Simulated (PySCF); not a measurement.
Species: C5H11O2PSi2.
Numbering: `[O:1]=[C:2]([SiH2:3][SiH2:4][PH2:5])[C:6](=[O:7])[CH:8]1[CH2:9][CH2:10]1`

Probes without a nucleus sit at each ring's centroid and 1 Å off its mean plane on both sides; NICS is minus the shielding there, NICSzz its component along the normal. Level: GIAO PBE0/pcSseg-1 (PySCF, non-relativistic, gas phase) on the GFN2-xTB geometry, one conformer.

Ring bond lengths (Å), with Mayer bond orders in brackets: C8–C9 1.517 (0.91), C9–C10 1.479 (1.00), C10–C8 1.518 (0.90).

Problem. Give the NICS values of each ring in ppm.

Solution. 
| ring | type | NICS(0) | NICS(1), two faces | NICS(1)zz, two faces | rms pucker (Å) | centre to ring atoms, mean (Å) |
| --- | --- | --- | --- | --- | --- | --- |
| C8–C9–C10 | 3-membered carbocycle; formal bonds all single | -45.0 | -7.7 / -8.3 | -23.7 / -24.2 | 0.00 | 0.87 |

Problem. What do they say, and how far can they be read as aromaticity?

Solution. 
- C8–C9–C10: mean NICS(1)zz -24.0 ppm, shielded. C8, C9, C10 have four or more neighbours, and the NICS criterion for π rings isn't applied. NICS(0) lies 37 ppm below the mean NICS(1).

Problem. What are the shieldings of the ring atoms and their hydrogens in the same run (means over atoms taken as equivalent)?

Solution. 
```tsv
atoms	environment	σ isotropic (ppm)
C8	sp3 carbon next to a carbonyl	172.0
C9 (×2)	three-membered-ring carbon	168.2
H on C8	methine hydrogen	29.34
H on C9 (×2)	methylene hydrogen	30.41
H on C9 (×2)	methylene hydrogen	30.50
```
